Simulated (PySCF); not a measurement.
OsO2, SMILES [O]=[Os]=[O] (connectivity only; charge and spin as stated), neutral, multiplicity 3. Geometry: PBE-D3(BJ)/def2-TZVP. The spin state was assumed, not searched. The def2 effective core potentials stand for the cores of Os; spin–orbit coupling is left out.

The numbers are results of PBE-D3(BJ)/def2-TZVP (PySCF), not measurements.

Harmonic wavenumbers (cm⁻¹): 249, 953, 1001. Rotational constants (GHz): 36.68, 6.592, 5.588; symmetry number 2.

Question: Work out the zero-point energy and the ideal-gas rigid-rotor harmonic-oscillator thermochemistry at 298.15 K and 1 atm.

Answer: ZPE = ½ Σ hcν = ½ × 2204 cm⁻¹ = 13.18 kJ/mol. H − E(el) = 24.59 kJ/mol. Entropy in J/(mol K): translation 176.14, rotation 90.43, vibration 8.13, spin 9.13, total 283.83. G − E(el) = -60.04 kJ/mol. Cp = 44.02 J/(mol K).
